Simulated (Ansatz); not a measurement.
Gas-phase electronic energies from Ansatz, PBE0-D4/def2-TZVP geometries. CBS: MP2 limit from def2 TZ/QZ plus the TZ coupled-cluster correction, frozen cores. Functionals use def2-TZVPP. B3LYP here is the variant with VWN-RPA as its local correlation; programs differ in this. For Se, Zn outer-core shells are correlated without core-valence functions, which leaves a few kJ/mol of doubt a bond. Scalar relativity is left out up to krypton. One conformer a species, not always the lowest.

`[CH3][Zn][CH2]Cl` + `OC(F)[SeH]` → `COC(F)[SeH]` + `Cl[CH2][ZnH]`  (substitution at a C–Zn bond)

`[CH3][Zn][CH2]Cl`:

Cartesian coordinates in Å:
```
C 1.866 0.202 -0.601
Zn 0.079 -0.004 0.111
C -1.756 -0.208 0.761
Cl -2.811 -0.157 -0.703
H 1.837 0.341 -1.685
H 2.364 1.070 -0.162
H 2.475 -0.680 -0.389
H -2.097 0.594 1.415
H -1.959 -1.158 1.255
```

`OC(F)[SeH]`:

Cartesian coordinates in Å:
```
O -0.125 -1.231 0.837
C 0.155 0.030 0.420
F -0.876 0.889 0.690
Se 0.494 0.046 -1.532
H -0.849 -1.583 0.306
H 1.034 0.379 0.960
H 0.167 1.469 -1.680
```

`COC(F)[SeH]`:

Cartesian coordinates in Å:
```
C -0.591 -1.293 0.410
O -0.233 0.065 0.627
C 0.145 0.712 -0.503
F -0.936 0.967 -1.317
Se 0.899 2.466 -0.058
H -0.782 -1.723 1.391
H -1.492 -1.368 -0.204
H 0.228 -1.838 -0.073
H 0.852 0.126 -1.102
H 1.912 1.885 0.831
```

`Cl[CH2][ZnH]`:

```xyz
6

Cl   -0.793    1.660    0.691
C    -0.210   -0.048    0.659
Zn    0.499   -0.320   -1.143
H     0.527   -0.141    1.456
H    -1.065   -0.674    0.910
H     1.042   -0.476   -2.572
```

```json
{"level": "PBE-D4", "ΔE (kJ/mol)": "82.8", "difference from CCSD(T)/CBS": "-1.1"}
{"level": "B3LYP-D4", "ΔE (kJ/mol)": "74.8", "difference from CCSD(T)/CBS": "-9.1"}
{"level": "ωB97M-V", "ΔE (kJ/mol)": "77.8", "difference from CCSD(T)/CBS": "-6.1"}
{"level": "PBE", "ΔE (kJ/mol)": "84.9", "difference from CCSD(T)/CBS": "1.0"}
{"level": "r2SCAN", "ΔE (kJ/mol)": "82.6", "difference from CCSD(T)/CBS": "-1.3"}
{"level": "PBE0", "ΔE (kJ/mol)": "82.8", "difference from CCSD(T)/CBS": "-1.1"}
{"level": "B3LYP", "ΔE (kJ/mol)": "77.9", "difference from CCSD(T)/CBS": "-6.0"}
{"level": "HF/def2-TZVPP", "ΔE (kJ/mol)": "60.2", "difference from CCSD(T)/CBS": "-23.7"}
{"level": "SCS-MP2/def2-TZVPP", "ΔE (kJ/mol)": "79.4", "difference from CCSD(T)/CBS": "-4.5"}
{"level": "CCSD/def2-TZVPP", "ΔE (kJ/mol)": "76.9", "difference from CCSD(T)/CBS": "-7.0"}
{"level": "CCSD(T)/def2-TZVPP", "ΔE (kJ/mol)": "78.8", "difference from CCSD(T)/CBS": "-5.1"}
{"level": "HF/def2-QZVPP", "ΔE (kJ/mol)": "60.2", "difference from CCSD(T)/CBS": "-23.7"}
{"level": "MP2/def2-QZVPP", "ΔE (kJ/mol)": "91.3", "difference from CCSD(T)/CBS": "7.4"}
{"level": "SCS-MP2/def2-QZVPP", "ΔE (kJ/mol)": "82.3", "difference from CCSD(T)/CBS": "-1.6"}
{"level": "HF/CBS(def2)", "ΔE (kJ/mol)": "60.2", "difference from CCSD(T)/CBS": "-23.7"}
{"level": "CCSD/CBS(def2)", "ΔE (kJ/mol)": "82.0", "difference from CCSD(T)/CBS": "-1.9"}
{"level": "CCSD(T)/CBS", "ΔE (kJ/mol)": "83.9", "difference from CCSD(T)/CBS": "0"}
```

Largest T1 diagnostic among the species: 0.014.

The D4 term adds −3.1 kJ/mol with B3LYP and −1.8 kJ/mol with PBE0; it sums over pairs of atoms, weighted by their polarisabilities, and B3LYP, whose exchange is more repulsive, gets the larger term. In def2-TZVPP, CCSD(T) changes the Hartree–Fock value by +18.6 kJ/mol (the triples alone add +1.9 kJ/mol) and MP2 by +28.1 kJ/mol.
